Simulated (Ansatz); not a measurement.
System: Cl, charge 0, doublet.

Total energies in cc-pV(5+d)Z, 7 correlated electrons, 5 frozen orbitals. Open shells are spin-unrestricted; no spin-orbit coupling. Cores are frozen in correlated methods. No relativity.

```
method    program  energy (Eh)  minus CCSDT(Q) (mEh)
--------  -------  -----------  --------------------
HF         Ansatz   -459.48973                211.81
MP2        Ansatz   -459.67238                 29.17
CCSD       Ansatz   -459.69284                  8.70
CCSD(T)    Ansatz   -459.70060                  0.94
CCSDT(Q)   Ansatz   -459.70154                  0.00
```

Ansatz is a quantum-chemistry and plane-wave program.
